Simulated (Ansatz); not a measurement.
Ideal-gas functions of GeH2O (`[OH][GeH]`) at 298.15 K and 1 bar, from an Ansatz frequency run at PBE0-D4/def2-TZVP.

Molar mass 90.62 g/mol, point group Cs (symmetry number 1), electronic degeneracy 1, moments of inertia 3.251, 45.622, 48.873 u Å². Harmonic wavenumbers (cm⁻¹, unscaled): 629, 685, 747, 941, 1906, 3875.

Use S(trans) = R[1.5 ln M + 2.5 ln T − 1.1517]; rotational temperatures θ = 24.2544 K / I; S(rot) = R[ln(√π/σ · √(T³/θAθBθC)) + 1.5]; for each mode x = 1.438777 ν̃/T, S = R[x/(eˣ − 1) − ln(1 − e⁻ˣ)] and H = RT x/(eˣ − 1); 1 cm⁻¹ = 0.0119627 kJ/mol; R = 8.31446 J/(mol·K).

Problem. By hand: the entropy, in J/(mol·K).

Solution. Translation 165.1. Rotation: θ = 7.4606, 0.5316, 0.4963 K, giving 85.5. Vibration, mode by mode: 1.68, 1.36, 1.07, 0.50, 0.01, 0.00, in all 4.6. Electronic 0.0. Sum 255.2 J/(mol·K).

Problem. By hand: H − E and G − E in kJ/mol, counted from the electronic energy.

Solution. Zero-point energy ½ × 8783 × 0.0119627 = 52.5; thermal vibration 1.1; translation, rotation and pV give 4 RT = 9.9. H − E = 63.5 kJ/mol, and G − E = 63.5 − 298.15 × 255.2/1000 = -12.6 kJ/mol.

Vibration gives 2 % of the entropy; all modes have x over 3 and are hardly excited.
